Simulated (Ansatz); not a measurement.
Species: SbHF, charge 0, doublet. SbHF (SMILES [F][SbH], doublet).
B3LYP-D3(BJ)/def2-TZVP minimum from Ansatz (an electronic-structure program):
```
Sb
F 1 1.9373
H 1 1.7265 2 93.25
```
Charge 0, spin multiplicity 2.

Property: atomisation energy (electronic, to ground-state atoms), in kJ/mol. Radicals and triplets start from unrestricted determinants; spin-orbit coupling is neglected. Correlated methods leave the cores frozen (noble-gas shells, and filled d and f shells in the p block). Past Kr the def2 sets carry scalar-relativistic core potentials. CBS(X,Y): correlation extrapolated as X^-3, Hartree-Fock from the larger set. A bracket is a step between two methods taken in the basis named. For partners of very few electrons the exact lower level stands in for a higher one. Spin-orbit terms, left out, reach several kcal/mol for Br and I, and more for heavier atoms.

CCSD(T)/CBS(def2-TZVPP,def2-QZVPP) + [CCSDT(Q) - CCSD(T)]/def2-TZVPP + [CCSDTQ - CCSDT(Q)]/def2-SVP (Ansatz) gives 671.9 kJ/mol.

Task: How far off this value is PBE/def2-TZVPD (Ansatz), in which direction, and how far these levels: r2SCAN/def2-TZVPD, B3LYP/def2-TZVPD, wB97M-V/def2-TZVPD, B2PLYP/def2-TZVPD, CCSD(T)/CBS(def2-TZVPP,def2-QZVPP)?

Result: PBE gives 698.0 kJ/mol, 26.1 kJ/mol above it. Differences of the others: r2SCAN/def2-TZVPD (Ansatz) 0.1; B3LYP/def2-TZVPD (Ansatz) 10.2; wB97M-V/def2-TZVPD (Ansatz) 0.6; B2PLYP/def2-TZVPD (Ansatz) -4.6; CCSD(T)/CBS(def2-TZVPP,def2-QZVPP) (Ansatz) -0.6 kJ/mol.
